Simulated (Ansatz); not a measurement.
Ansatz (a first-principles code) input (RI-MP2/def2-QZVPPD):
A basis named .json is the Basis Set Exchange file of that set.

Ansatz 0.2 input:
```yaml
crystal:
  periodic: [false, false, false]
  atoms:
    - {symbol: Si, position_ang: [0.79334715, -0.20873346, 0.74708962]}
    - {symbol: H, position_ang: [1.83118120, -0.48928727, -0.33631969]}
    - {symbol: Cl, position_ang: [-0.76106126, 0.20067975, -0.59546677]}
basis:
  gaussian:
    orbitals: def2-QZVPPD.json
    fitting: {mean_field: def2-universal-jkfit, correlation: def2-QZVPPD-RIFIT.json}
magnetization: {spin_polarized: false}
correlation: {method: mp2, electrons: outside_noble_gas}
```

Output:

```
Functional definition: HF
integrals: 0.11 GiB planned
274 factors; integrals over basis functions are off by at most 3.0e0 eV
431 factors; integrals over basis functions are off by at most 7.5e-1 eV
mean field: 0.36 GiB planned
mean field evaluation 1: about -20382.0535 eV, gradient 1.2e1 eV
mean field evaluation 2: about -20382.6002 eV, gradient 5.8e0 eV
mean field evaluation 4: about -20382.7020 eV, gradient 3.9e-1 eV
mean field evaluation 8: about -20382.7033 eV, gradient 2.6e-6 eV
mean field -20382.70330315 eV, -749.0505304983 hartree, gradient 2.6e-6 eV, S^2 0.000000; 0 other end points of the search recorded, 0 dependent functions left out; unrestricted orbitals would lower it
10 core orbitals not correlated
reference -20382.70330315 eV, -749.0505304983 hartree; 6, 6 occupied and 172, 172 virtual orbitals, 431 factors
second order -8.64429391 eV of doubles, -0.00000000 eV of singles
Total energy: -20391.34759706 eV, -749.3682024401 hartree
```
